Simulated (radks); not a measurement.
Values are calculated unless marked as measured or tabulated.
Spherical quantum dot in the effective-mass picture: electrons in a well V = -V0 / (1 + exp((r - R)/a)) with V0 = 44.3, R = 1.34, a = 0.069, with a point charge +1 (a donor) at the centre, all in effective atomic units (hartree* = m*/eps^2 hartree, bohr* = eps/m* bohr), one dielectric constant everywhere. Level of theory: non-relativistic Kohn-Sham, LDA (Slater exchange, Perdew-Wang correlation), spin-polarised, spherical densities (a radial shooting solver with Libxc functionals). Levels are named by radial order and angular momentum (1s, 1p, 1d, 2s, ...), and open shells are averaged over m. Each electron was tried in the lowest free levels, single moves between levels near the top were tried too, and the lowest total energy was kept; such a search can miss a lower state. The series stops at N = 30: beyond it a trial failed or the search could not be trusted, so later rows were left out. At N = 1 the Hartree and exchange-correlation terms need not cancel, so that row can carry a self-interaction error.

N,open shells,2S,E (hartree*),addition energy mu(N+1) - mu(N) (hartree*),e(HOMO) (hartree*),rms radius (bohr*)
1,"1s(up 1, down 0)",1,-43.4506,1.348,-42.941,0.6729
2,none,0,-85.5534,4.067,-41.591,0.6918
3,"1p(up 1, down 0)",1,-123.589,0.9480,-37.570,0.7519
4,"1p(up 2, down 0)",2,-160.677,0.9770,-36.602,0.7829
5,"1p(up 3, down 0)",3,-196.788,1.277,-35.618,0.8030
6,"1p(up 3, down 1)",2,-231.622,0.9311,-34.374,0.8184
7,"1p(up 3, down 2)",1,-265.525,0.9553,-33.428,0.8304
8,none,0,-298.472,4.158,-32.466,0.8404
9,"1d(up 1, down 0)",1,-327.262,0.9006,-28.341,0.8562
10,"1d(up 2, down 0)",2,-355.151,0.9064,-27.437,0.8692
11,"1d(up 3, down 0)",3,-382.134,0.9097,-26.528,0.8801
12,"1d(up 4, down 0)",4,-408.207,0.9115,-25.618,0.8895
13,"1d(up 5, down 0)",5,-433.369,1.176,-24.706,0.8978
14,"1d(up 5, down 1)",4,-457.355,0.8861,-23.544,0.9053
15,"1d(up 5, down 2)",3,-480.454,0.8915,-22.655,0.9120
16,"1d(up 5, down 3)",2,-502.663,0.8947,-21.761,0.9181
17,"1d(up 5, down 4)",1,-523.976,0.8966,-20.865,0.9237
18,none,0,-544.393,2.621,-19.968,0.9289
19,"2s(up 1, down 0)",1,-562.189,1.310,-17.236,0.9272
20,none,0,-578.675,2.445,-15.921,0.9254
21,"1f(up 1, down 0)",1,-592.716,0.8597,-13.611,0.9321
22,"1f(up 2, down 0)",2,-605.897,0.8606,-12.751,0.9384
23,"1f(up 3, down 0)",3,-618.218,0.8611,-11.890,0.9442
24,"1f(up 4, down 0)",4,-629.677,0.8614,-11.029,0.9496
25,"1f(up 5, down 0)",5,-640.275,0.8613,-10.167,0.9547
26,"1f(up 6, down 0)",6,-650.012,0.8612,-9.3060,0.9594
27,"1f(up 7, down 0)",7,-658.887,1.093,-8.4450,0.9640
28,"1f(up 7, down 1)",6,-666.669,0.8479,-7.3582,0.9683
29,"1f(up 7, down 2)",5,-673.603,0.8489,-6.5097,0.9724
30,"1f(up 7, down 3)",4,-679.688,-,-5.6605,0.9762

All shells are closed at N = 2, 8, 18, 20 (there: 1s2 1p6 1d10 2s2); the second difference of the energy has clear peaks (12 % above both neighbours; the first and last values, which can be the largest, are not judged, and half-filled shells can peak too) at N = 2, 5, 8, 13, 18, 20, 27.
